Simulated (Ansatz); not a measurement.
Consider the ligand exchange at the Sn–N bond: `[CH3][SnH2][N]=C=O` + HCl → `[CH3][SnH2][Cl]` + `N=C=O`.

Calculated with Ansatz (gas phase, PBE0-D4/def2-TZVP geometries, no zero-point term in ΔE). CBS: MP2 limit from def2 TZ/QZ plus the TZ coupled-cluster correction, frozen cores. This one scheme is used for every species. DFT in def2-TZVPP. def2 core potentials past Kr. For Sn outer-core shells are correlated without core-valence functions, which leaves a few kJ/mol of doubt a bond. Each species was taken in one conformer, which may not be the lowest.

`[CH3][SnH2][N]=C=O`:

Cartesian coordinates in Å:
```
C -0.574 -1.263 -1.189
Sn -0.439 -0.236 0.664
N 0.585 1.460 0.218
C 1.429 2.181 0.670
O 2.249 2.922 1.054
H 0.428 -1.504 -1.543
H -1.067 -0.621 -1.918
H -1.146 -2.184 -1.074
H -1.941 0.298 1.266
H 0.476 -1.053 1.851
```

HCl:

Z-matrix (Å, degrees):
```
Cl
H 1 1.279
```

`[CH3][SnH2][Cl]`:

Z-matrix (Å, degrees):
```
C
Sn 1 2.127
H 1 1.091 2 110.1
H 1 1.089 2 109.2 3 -120.2
H 1 1.089 2 109.3 3 120.2
Cl 2 2.342 1 105.7 3 179.3
H 2 1.705 1 113.6 3 64.1
H 2 1.705 1 113.7 3 -65.4
```

`N=C=O`:

Cartesian coordinates in Å:
```
N 0.218 -0.686 0.262
C -0.358 0.270 -0.203
O -1.021 1.102 -0.666
H 1.161 -0.686 0.607
```

```csv
level,ΔE (eV)
LDA (SPW92),-0.53
revPBE-D4,-0.51
PBE0-D4,-0.51
SCS-MP2/def2-TZVPP,-0.36
```

Task: What does CCSD(T)/CBS give? (Estimate.)

Result: The calculation gave: -0.43 eV. The listed levels differ from it by -0.10, -0.08, -0.08, 0.07 eV.

Largest T1 diagnostic among the species: 0.018.

Leaving LDA and LC-ωPBE aside and taking each functional with its dispersion term where it has one, the values, not all of them listed here, spread over 0.09 eV, from PBE-D4 to PBE-QIDH. In def2-TZVPP, CCSD(T) changes the Hartree–Fock value by +0.09 eV (the triples alone add +0.00 eV) and MP2 by +0.09 eV. At CCSD(T), def2-SVP lies +0.04 eV from the extrapolated value and def2-TZVPP +0.07 eV.
